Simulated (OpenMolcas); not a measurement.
**Os2+ in a point-charge field**

Os2+ among 4 point charges of -1 e arranged as a square (D4h), 1.85 Å from the ion.

* Program: OpenMolcas 26.06
* Method: CASSCF
* Basis: ANO-RCC-VDZP [7s6p4d2f1g]
* Scalar Hamiltonian: DKH2, point nucleus
* Active space: 6 electrons in 5 orbitals (5d)
* State averaging: 2S+1 = 5 even, 5 roots; 2S+1 = 3 even, 45 roots; 2S+1 = 1 even, 50 roots
* Spin-orbit coupling: RASSI with atomic mean-field integrals over the reference wave functions

The lowest spin-free states (labels of D4, the rotations of D4h), above the lowest:

```
State  Degeneracy  E (cm-1)  Free-ion L (%)
  5A1           1       0.0         D (100)
   5E           2      7335         D (100)
   3E           2      8800          H (33)
  3B2           1      8916          G (37)
  3A2           1      9167          H (45)
  1B2           1     13943          D (54)
   3E           2     14120          H (42)
  5B2           1     15918         D (100)
  3A1           1     16953          H (74)
   3E           2     17557          G (36)
  3B1           1     17573          D (37)
  1B1           1     18137          I (57)
   1E           2     19106          G (40)
  1B2           1     19620          I (78)
  3B2           1     20252          H (51)
  1A1           1     20499          I (42)
  3A1           1     20992          G (76)
   3E           2     21011          P (40)
  3B1           1     21293          H (60)
   1E           2     22470          I (47)
```

The lowest levels with spin-orbit coupling:

```json
{"E (cm-1)": "0.0", "Degeneracy": "1", "Label": "A1", "2S+1": "5 (71 %)", "g": ""}
{"E (cm-1)": "770.7", "Degeneracy": "2", "Label": "E", "2S+1": "5 (76 %)", "g": "0.00 0.00 3.43"}
{"E (cm-1)": "2200", "Degeneracy": "1", "Label": "B1", "2S+1": "5 (79 %)", "g": ""}
{"E (cm-1)": "2638", "Degeneracy": "1", "Label": "B2", "2S+1": "5", "g": ""}
{"E (cm-1)": "5159", "Degeneracy": "1", "Label": "B1", "2S+1": "3 (50 %)", "g": ""}
{"E (cm-1)": "6308", "Degeneracy": "1", "Label": "B2", "2S+1": "5 (46 %)", "g": ""}
{"E (cm-1)": "6595", "Degeneracy": "2", "Label": "E", "2S+1": "5 (55 %)", "g": "0.00 0.00 4.77"}
{"E (cm-1)": "8746", "Degeneracy": "2", "Label": "E", "2S+1": "5 (78 %)", "g": "0.00 0.00 2.48"}
{"E (cm-1)": "9320", "Degeneracy": "1", "Label": "A1", "2S+1": "3 (69 %)", "g": ""}
{"E (cm-1)": "9924", "Degeneracy": "1", "Label": "A2", "2S+1": "3 (57 %)", "g": ""}
{"E (cm-1)": "10732", "Degeneracy": "1", "Label": "A1", "2S+1": "5 (77 %)", "g": ""}
{"E (cm-1)": "11219", "Degeneracy": "2", "Label": "E", "2S+1": "5 (49 %)", "g": "0.00 0.00 1.00"}
{"E (cm-1)": "11578", "Degeneracy": "1", "Label": "B1", "2S+1": "3 (54 %)", "g": ""}
{"E (cm-1)": "11718", "Degeneracy": "1", "Label": "B2", "2S+1": "3 (70 %)", "g": ""}
{"E (cm-1)": "11903", "Degeneracy": "1", "Label": "A2", "2S+1": "3 (55 %)", "g": ""}
{"E (cm-1)": "12510", "Degeneracy": "2", "Label": "E", "2S+1": "5 (52 %)", "g": "0.00 0.00 1.86"}
{"E (cm-1)": "13083", "Degeneracy": "1", "Label": "B2", "2S+1": "3 (48 %)", "g": ""}
{"E (cm-1)": "13388", "Degeneracy": "2", "Label": "E", "2S+1": "3 (53 %)", "g": "0.00 0.00 3.39"}
{"E (cm-1)": "14175", "Degeneracy": "1", "Label": "A1", "2S+1": "3 (86 %)", "g": ""}
{"E (cm-1)": "14255", "Degeneracy": "2", "Label": "E", "2S+1": "3 (80 %)", "g": "0.00 0.00 2.69"}
```

Powder χT (cm3 K/mol): 0.0139 at 2 K, 0.0695 at 10 K, 0.348 at 50 K, 0.695 at 100 K, 1.38 at 200 K, 1.98 at 300 K. The effective moment at 300 K is 2.828 √(χT) = 3.98 μB.

Spin-orbit coupling mixes the spin-free states strongly: the lowest level takes only 65 % from its leading state, 5A1. Without dynamic correlation the repulsion within the d shell is too large (B by tens of per cent), so at a given field states of lower spin stand too high. This shell can be high or low spin here, a state of another spin lies low, and with metal d orbitals alone active their balance is uncertain, so the ground spin may be wrong. Point charges give a weaker field than real ligands, and real ions of this kind are as a rule low spin; the high spin found here belongs to the model. This is an electrostatic model: the charges have no orbitals. No measured value stands beside these numbers.

The RASSCF and RASSI steps took 24 s on 1 thread of Arm Neoverse V1, with other jobs on the host; the integral step is not counted.

With an even number of electrons the g values are those of a degenerate or nearly degenerate non-Kramers pair.
